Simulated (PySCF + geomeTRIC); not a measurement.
Species: C$_{2}$H$_{3}$NSi, SMILES `C#C[SiH]=N` (charge 0, multiplicity 1).

**Question.** Give a relaxed geometry from B3LYP-D3(BJ)/def2-TZVP (PySCF + geomeTRIC).

**Answer.** the end point of this relaxation (outside a Z-matrix the atoms follow the SMILES, hydrogens last).
Bond lengths (Å): C1–C2 1.206, C1–H5 1.064, C2–Si3 1.799, Si3–N4 1.594, Si3–H6 1.479, N4–H7 1.012. Angles (°): C2–C1–H5 179.2, C1–C2–Si3 177.2, C2–Si3–N4 119.4, C2–Si3–H6 110.3, N4–Si3–H6 130.3, Si3–N4–H7 121.1.
